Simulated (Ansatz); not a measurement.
Reaction (SMILES): [GeH] (GeH) → Ge atom + H atom
B3LYP-D3(BJ)/def2-TZVP geometries, fixed; electronic energies without zero-point terms.
Largest species:
```
Ge
H 1 1.6063
```
Charge 0, spin multiplicity 2.

Basis-set convergence of the atomisation energy at PBE0 with Ansatz (a first-principles code). Cartesian d functions, on some or all atoms, in 6-31G, 6-31G*; all else is spherical. The program fits the integrals of some runs and decomposes those of others, by size. Open shells are unrestricted. No added dispersion term, no relativity. Functions are those of the species that has most. Reference: the value in aug-cc-pV5Z, 66.14 kcal/mol, itself unsure by roughly 0.05 kcal/mol (its mean distance from pcseg-4, aug-pcseg-3, aug-cc-pVQZ). Deviations are taken from unrounded values.

```json
[
 {"basis": "pcseg-0", "functions": "24", "atomisation energy (kcal/mol)": "61.24", "minus reference (kcal/mol)": "-4.90"},
 {"basis": "6-31G", "functions": "31", "atomisation energy (kcal/mol)": "62.54", "minus reference (kcal/mol)": "-3.60"},
 {"basis": "cc-pVDZ", "functions": "32", "atomisation energy (kcal/mol)": "65.38", "minus reference (kcal/mol)": "-0.77"},
 {"basis": "def2-SV(P)", "functions": "34", "atomisation energy (kcal/mol)": "65.01", "minus reference (kcal/mol)": "-1.13"},
 {"basis": "6-31G*", "functions": "37", "atomisation energy (kcal/mol)": "64.72", "minus reference (kcal/mol)": "-1.42"},
 {"basis": "def2-SVPD", "functions": "46", "atomisation energy (kcal/mol)": "66.09", "minus reference (kcal/mol)": "-0.06"},
 {"basis": "6-311G**", "functions": "50", "atomisation energy (kcal/mol)": "65.67", "minus reference (kcal/mol)": "-0.47"},
 {"basis": "def2-TZVPP", "functions": "62", "atomisation energy (kcal/mol)": "66.31", "minus reference (kcal/mol)": "0.16"},
 {"basis": "def2-TZVPPD", "functions": "71", "atomisation energy (kcal/mol)": "66.38", "minus reference (kcal/mol)": "0.24"},
 {"basis": "aug-cc-pVTZ", "functions": "82", "atomisation energy (kcal/mol)": "65.97", "minus reference (kcal/mol)": "-0.18"},
 {"basis": "aug-pcseg-2", "functions": "82", "atomisation energy (kcal/mol)": "66.01", "minus reference (kcal/mol)": "-0.13"},
 {"basis": "def2-QZVP", "functions": "105", "atomisation energy (kcal/mol)": "66.10", "minus reference (kcal/mol)": "-0.04"},
 {"basis": "aug-pcseg-3", "functions": "142", "atomisation energy (kcal/mol)": "66.07", "minus reference (kcal/mol)": "-0.07"}
]
```

The smallest set listed that lies within 2 kcal/mol of the reference with all its larger relatives (same family, alike in diffuse functions; a set with none counts only in the reference's own line) is cc-pVDZ (32 functions, -0.77 kcal/mol off). (Relatives not listed, tested too: def2-SVP -0.26, 6-31G** -0.70, def2-TZVP 0.05, cc-pVTZ -0.15, def2-TZVPD 0.12, cc-pVQZ -0.02, def2-QZVPP 0.01, def2-QZVPPD 0.02, aug-cc-pVQZ 0.02, cc-pV5Z -0.02, aug-cc-pV5Z 0.00 kcal/mol.)
